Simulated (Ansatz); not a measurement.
Geometry optimisation, RKS PBE0-D4/def2-SVP in Ansatz.

input.yaml

```yaml
crystal:
  periodic: [false, false, false]
  atoms:
    - { symbol: Al, position_ang: [-1.288579, 0.164941, 0.384694] }
    - { symbol: C, position_ang: [1.864596, -0.525588, 0.88768] }
    - { symbol: C, position_ang: [-1.378529, 0.49028, -1.527829] }
    - { symbol: F, position_ang: [-1.446006, 1.47259, 1.411021] }
    - { symbol: H, position_ang: [0.87528, -0.96538, 1.002278] }
    - { symbol: H, position_ang: [-1.042138, -1.198531, 1.05448] }
    - { symbol: H, position_ang: [2.333889, -0.44612, 1.876886] }
    - { symbol: H, position_ang: [1.797983, 0.481059, 0.449214] }
    - { symbol: H, position_ang: [2.474697, -1.160804, 0.232488] }
    - { symbol: H, position_ang: [-2.296327, 1.036099, -1.799247] }
    - { symbol: H, position_ang: [-1.362936, -0.452319, -2.096025] }
    - { symbol: H, position_ang: [-0.53213, 1.103672, -1.875639] }
basis:
  gaussian: { orbitals: def2-SVP }
hamiltonian:
  xc: pbe0
  dispersion: d4
relax:
  f_tol: 0.03
  max_steps: 50
```

Run as:

```bash
$ ansatz run input.yaml --threads 2 --pin off --max-ram 3072MiB --backend cpu --events-out ev --progress --plain --runs-dir out
```

Where does it end, and by what steps?

It converged. After 16 steps the energy has fallen by 0.213 eV; H9 moved furthest, 1.11 Å.

```tsv
step	energy less start (eV)	largest force component (eV/Å)	accepted
0	0.0000	0.578	yes
1	-0.0746	0.140	yes
2	-0.0997	0.293	yes
3	-0.1165	0.274	yes
4	-0.1444	0.274	yes
5	-0.1596	0.295	yes
6	-0.1726	0.166	yes
7	-0.1776	0.445	yes
8	-0.1902	0.312	yes
9	-0.1637	0.828	no
10	-0.1977	0.073	yes
11	-0.2034	0.085	yes
12	-0.2040	0.348	yes
13	-0.2108	0.084	yes
14	-0.2069	0.173	no
15	-0.2123	0.043	yes
16	-0.2130	0.020	yes
```

```xyz
12
Properties=species:S:1:pos:R:3
Al -1.132 0.179 0.511
C 1.563 -0.415 0.721
C -1.041 0.321 -1.424
F -0.923 1.587 1.406
H 0.812 -1.224 0.685
H -1.656 -1.069 1.335
H 2.325 -0.722 1.450
H 1.143 0.544 1.068
H 2.009 -0.286 -0.273
H -1.971 0.766 -1.819
H -0.916 -0.658 -1.915
H -0.215 0.976 -1.745
```

Whether the end is a true minimum wasn't checked by a vibrational analysis.

Time of the run: 32 s on 2 threads of Arm Neoverse V2, with other jobs on the host, peak memory 0.2 GiB.
